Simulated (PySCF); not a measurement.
SnH3, SMILES [SnH3], multiplicity 2. Atoms are numbered in the order given.

```xyz
4

Sn     0.0000     0.0000    -0.0330
H      1.4046    -0.8110     0.5506
H      0.0000     1.6219     0.5506
H     -1.4046    -0.8110     0.5506
```
Charge 0, spin multiplicity 2.

Geometry: B3LYP-D3(BJ)/def2-TZVPD. The multiplicity is an assumed one; other spin states were not compared. The isomer is the one that the SMILES or the coordinates give; other isomers of the formula were not compared. The def2 effective core potentials stand for the cores of Sn; spin–orbit coupling is left out.

These are PBE0/def2-TZVPD (PySCF) values and carry that method's errors.

Isolated molecule, no solvent.

The total energy is -216.04157 hartree. The point group comes out as C3v and the α spin, highest occupied and lowest empty level is -6.19 and -0.14 eV. The β spin, highest occupied and lowest empty level comes out as -8.99 and -3.10 eV and the dipole moment comes out as 0.35 D. The quadrupole, principal values (traceless, Buckingham form, about the centre of nuclear charge) is -0.24, -0.24, 0.49 D·Å, the mean static polarisability comes out as 48.9 bohr³ (7.25 Å³) and the polarisability, principal values is 46.1, 50.3, 50.3 bohr³. The ⟨S²⟩ is 0.752 (pure state 0.75).
